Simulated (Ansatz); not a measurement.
Cost and result for the atomization energy of C$_{2}$H$_{7}$NSe, SMILES `CNC[SeH]` (11 atoms, 10 bonds).

```xyz
11

C     1.5936    0.0567   -0.2147
N     0.3025    0.6672    0.0208
C    -0.7292   -0.2895    0.2981
Se   -2.3658    0.6877    0.7680
H     2.3229    0.8314   -0.4573
H     1.5965   -0.6887   -1.0266
H     1.9325   -0.4434    0.6966
H     0.0280    1.2548   -0.7562
H    -0.4305   -0.8946    1.1556
H    -0.9790   -0.9661   -0.5315
H    -3.2714   -0.2155    0.0469
```

Total charge 0; spin multiplicity 1. Correlated methods include outer-core shells of Se, which these sets cover unevenly. Scalar relativity is left out up to krypton. The geometry is a stationary point of PBE0-D4/def2-TZVP. It is one conformer, not always the lowest. Program: Ansatz. All runs use 4 threads of an Intel Xeon Platinum 8375C on a shared host. Times are those of one run each, without the atoms' runs, and a repeat can differ threefold. Electronic energies, without spin–orbit coupling; frozen cores. CCSD(T)/CBS adds CCSD(T) − MP2 in def2-TZVPP to the MP2 limit, and its time is that of the two runs behind it. T1 = 0.009. With those shells the extrapolation isn't a true limit. B3LYP takes the VWN-RPA correlation (the form of Gaussian; ORCA's B3LYP/G).

CCSD(T)/CBS is a level of theory with its own doubt, some kJ/mol a heavy atom from the limit and from the frozen cores, so smaller differences don't rank the functionals.

```tsv
level	functions	wall time
PBE-D4/def2-TZVPP (with forces)	239	1.9 s
PBE0-D4/def2-TZVPP	239	2 s
r2SCAN-D4/def2-TZVPP (with forces)	239	3.2 s
B3LYP-D4/def2-TZVPP (with forces)	239	3.3 s
B2PLYP/def2-TZVPP	239	4 s
ωB97X-V/def2-TZVPP	239	5 s
ωB97M-V/def2-TZVPP (with forces)	239	7 s
MP2/def2-QZVPP	470	17 s
CCSD(T)/def2-TZVPP	239	84 s
CCSD(T)/CBS(def2)	–	100 s
```

(1) What atomization energy does each give, and how far from CCSD(T)/CBS? (Best estimate.)

## Answers

(1) Computed: 
```json
{"level": "PBE-D4/def2-TZVPP (with forces)", "atomization (kcal/mol)": "931.0", "difference from CCSD(T)/CBS": "19.4", "per bond": "1.9"}
{"level": "PBE0-D4/def2-TZVPP", "atomization (kcal/mol)": "914.2", "difference from CCSD(T)/CBS": "2.6", "per bond": "0.3"}
{"level": "r2SCAN-D4/def2-TZVPP (with forces)", "atomization (kcal/mol)": "909.5", "difference from CCSD(T)/CBS": "-2.1", "per bond": "-0.2"}
{"level": "B3LYP-D4/def2-TZVPP (with forces)", "atomization (kcal/mol)": "913.2", "difference from CCSD(T)/CBS": "1.6", "per bond": "0.2"}
{"level": "B2PLYP/def2-TZVPP", "atomization (kcal/mol)": "900.9", "difference from CCSD(T)/CBS": "-10.7", "per bond": "-1.1"}
{"level": "ωB97X-V/def2-TZVPP", "atomization (kcal/mol)": "913.5", "difference from CCSD(T)/CBS": "1.9", "per bond": "0.2"}
{"level": "ωB97M-V/def2-TZVPP (with forces)", "atomization (kcal/mol)": "911.7", "difference from CCSD(T)/CBS": "0.1", "per bond": "0.0"}
{"level": "MP2/def2-QZVPP", "atomization (kcal/mol)": "908.0", "difference from CCSD(T)/CBS": "-3.6", "per bond": "-0.4"}
{"level": "CCSD(T)/def2-TZVPP", "atomization (kcal/mol)": "887.0", "difference from CCSD(T)/CBS": "-24.6", "per bond": "-2.5"}
{"level": "CCSD(T)/CBS(def2)", "atomization (kcal/mol)": "911.6", "difference from CCSD(T)/CBS": "0.0", "per bond": "0.0"}
```

In def2-TZVPP, CCSD(T) changes the Hartree–Fock value by +246.3 kcal/mol (the triples alone add +13.4 kcal/mol) and MP2 by +252.8 kcal/mol; breaking electron pairs costs correlation energy, which Hartree–Fock lacks. From PBE to PBE0 (25 % exact exchange), in def2-TZVPP and without D4, the atomization energy moves by −16.0 kcal/mol: exact exchange takes away binding that semilocal exchange gives to molecules. The D4 term adds +7.5 kcal/mol with B3LYP and +3.9 kcal/mol with PBE0; it sums over pairs of atoms, weighted by their polarisabilities, and B3LYP, whose exchange is more repulsive, gets the larger term.
